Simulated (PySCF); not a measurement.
CHO2, SMILES O=C=[OH+], charge +1.

Geometry optimised at PBE0-D3(BJ)/def2-TZVP. The isomer is the one that the SMILES or the coordinates give; other isomers of the formula were not compared.

All values below come from PBE0-D3(BJ)/def2-TZVP (PySCF).

No scaling factor is applied to the harmonic values.

| mode | ν (cm⁻¹) | IR (km/mol) | moving atoms (share of kinetic energy) |
|---|---|---|---|
| 1 | 554 | 40.2 | C 59 %, O 21 %, H 20 % |
| 2 | 609 | 14.0 | C 72 %, O 24 % |
| 3 | 1015 | 259.4 | H 67 %, O 19 %, C 14 % |
| 4 | 1295 | 7.5 | O 91 % |
| 5 | 2513 | 397.9 | C 70 %, O 29 % |
| 6 | 3553 | 616.4 | H 94 % |
